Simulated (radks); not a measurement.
Values are calculated unless marked as measured or tabulated.
Task: All-electron atom: the neodymium ion Nd4+ in [Xe] 4f2 (the NIST ground configuration). Level of theory: Dirac Kohn-Sham, PBE, spin-unpolarised, spherical densities, point nucleus; open shells fill j = l - 1/2 first (a radial shooting solver on a logarithmic mesh with Libxc functionals). Some entries of the table are withheld. Estimate them.

orbital  occ.  eigenvalue (eV)  r(max) (bohr)
1s1/2       2              (1)        0.01509
2s1/2       2        -7062.125        0.08565
2p1/2       2        -6683.251        0.06509
2p3/2       4        -6163.283        0.07053
3s1/2       2        -1574.454         0.2440
3p1/2       2        -1412.802         0.2309
3p3/2       4        -1309.035         0.2426
3d3/2       4        -1027.693         0.1942
3d5/2       6        -1005.280         0.1975
4s1/2       2        -354.4895         0.5646
4p1/2       2        -293.3170         0.5718
4p3/2       4        -270.5057         0.5964
4d3/2       4        -169.7936         0.6110
4d5/2       6        -165.7072         0.6189
5s1/2       2         -82.9292          1.284
5p1/2       2         -65.1420          1.386
5p3/2       4         -61.3795          1.447
4f5/2       2         -49.9604         0.6343
4f7/2       0         -49.4452         0.6384
5d3/2       0         -36.4425          1.780
5d5/2       0         -35.9756          1.803
6s1/2       0         -30.3017            (2)

Result: 
(1) 1s1/2 eigenvalue (eV): -43413.53
(2) 6s1/2 r(max) (bohr): 2.858
